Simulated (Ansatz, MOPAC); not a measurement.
System: C₂H₃Cl₂, net charge 0, doublet state. SMILES: Cl[CH]CCl

Atoms: C1, C2, Cl3, Cl4, H5, H6, H7. Bonds: C1-C2, C1-Cl4, C1-H5, C2-Cl3, C2-H6, C2-H7.

Bond lengths (Å) and angles (degrees) optimised at MNDO with MOPAC; HF/3-21G with Ansatz (an electronic-structure program); PBE/6-31G* with Ansatz; B3LYP/LANL2DZ with Ansatz; B3LYP/6-31G* with Ansatz; MP2/6-31G* with Ansatz, each started from the B3LYP-D3(BJ)/def2-TZVP structure (Ansatz) of the last column. A row stands for all coordinates that are equal there; 9 of 15 kinds are shown. 6-31G* holds six Cartesian d functions. No wavenumbers were computed at MNDO, PBE/6-31G*, B3LYP/LANL2DZ, MP2/6-31G*, so these may be saddle points.

```
coordinate   MNDO  HF/3-21G  PBE/6-31G*  B3LYP/LANL2DZ  B3LYP/6-31G*  MP2/6-31G*  B3LYP-D3(BJ)/def2-TZVP
----------  -----  --------  ----------  -------------  ------------  ----------  ----------------------
C1-C2       1.476     1.449       1.459          1.449         1.460       1.472                   1.453
C1-Cl4      1.727     1.810       1.718          1.791         1.721       1.706                   1.704
C1-H5       1.082     1.067       1.092          1.084         1.083       1.082                   1.079
C2-Cl3      1.809     1.955       1.883          1.991         1.876       1.813                   1.864
C2-H6       1.107     1.073       1.098          1.088         1.090       1.090                   1.085
C2-H7       1.109     1.074       1.100          1.090         1.091       1.091                   1.086
C2-C1-Cl4   121.6     118.2       120.7          120.1         120.6       119.5                   120.2
C1-C2-Cl3   110.0     109.1       112.2          110.7         112.2       112.3                   111.5
C2-C1-H5    123.3     124.4       122.5          124.4         122.4       121.5                   122.5
```

Mean signed difference of all 6 bond lengths from B3LYP-D3(BJ)/def2-TZVP: MNDO 0.006 Å, HF/3-21G 0.026 Å, PBE/6-31G* 0.013 Å, B3LYP/LANL2DZ 0.037 Å, B3LYP/6-31G* 0.008 Å, MP2/6-31G* -0.003 Å.
